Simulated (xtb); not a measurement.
B(OH)2(PH2) (BH4O2P), SMILES OB(O)P. All values are semi-empirical tight-binding results from xtb (GFN2-xTB unless named), good for trends rather than for accurate numbers. Coordinates come from a GFN2-xTB optimisation. The values are those of a single conformer.

Optimised geometry:

Bonds (Å): B1–O2 1.348, B1–O4 1.348, B1–P6 1.916, O2–H3 0.960, O4–H5 0.960, P6–H7 1.381, P6–H8 1.381. Angles (°): O2–B1–O4 125.4, O2–B1–P6 117.2, O4–B1–P6 117.2, B1–O2–H3 119.0, B1–O4–H5 119.0, B1–P6–H7 96.1, B1–P6–H8 96.2, H7–P6–H8 93.9.

point group as xtb finds it: Cs
orbital gap: 5.23 eV
zero-point energy: 30.8 kcal/mol
G − E(el) at 298.15 K (modified RRHO): 12.9 kcal/mol
static polarisability (D4 model): 50.5 bohr³
solvation energy, GFN2-xTB/ALPB(water): -8.7 kcal/mol
solvation energy, GFN2-xTB/ALPB(chcl3): -5.9 kcal/mol

Computed atomic charges and the Wiberg bond orders between heavy atoms:
charges (e) B1 0.46, O2 -0.48, H3 0.30, O4 -0.48, H5 0.30, P6 -0.22, H7 0.06, H8 0.06. Bond orders B1–O2 1.18, B1–O4 1.18, B1–P6 0.96.
